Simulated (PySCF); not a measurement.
Potassium: a sound run and one with changed settings

Sound run: K+ [Ar], K(2+) [Ne] 3s2 3p5. Calculation: PySCF 2.14, in 6-31G*; the non-relativistic Hamiltonian (point nucleus). In the sound run the correlated levels freeze [Ne] 3s2. The sound run starts from symmetry-adapted Hartree-Fock orbitals and uses a fine grid where one is needed.

Changed run: the spin-free X2C one-electron Hamiltonian (Gaussian nucleus). This setting is unsound on purpose.

```
species   method  sound run (hartree)  changed run (hartree)  converged
     K+      UHF           -598.97167             -600.96946        yes
     K+     TPSS           -599.73105             -601.72874        yes
     K+     BP86           -599.76068             -601.75834        yes
     K+      MP2           -599.08087             -601.07856        yes
     K+  CCSD(T)           -599.09606             -601.09364        yes
  K(2+)      UHF           -597.81409             -599.80678        yes
  K(2+)     TPSS           -598.52679             -600.51938        yes
  K(2+)     BP86           -598.55338             -600.54595        yes
  K(2+)      MP2           -597.88763             -599.88026        yes
  K(2+)  CCSD(T)           -597.90301             -599.89554        yes
```

Ionisation energy of K+:

| method | sound run (eV) | changed run (eV) |
| --- | --- | --- |
| UHF | 31.499 | 31.638 |
| TPSS | 32.770 | 32.908 |
| BP86 | 32.852 | 32.991 |
| MP2 | 32.470 | 32.607 |
| SCS-MP2 | 32.405 | 32.542 |
| CCSD | 32.464 | 32.601 |
| CCSD(T) | 32.465 | 32.602 |

Most of the change in total energy is the relativistic energy itself. On top of that the contraction fixes the core shape for the Hamiltonian it was made with, so the changed run is not a good calculation with the other Hamiltonian either.

For comparison, NIST gives 31.625 eV between the lowest levels.
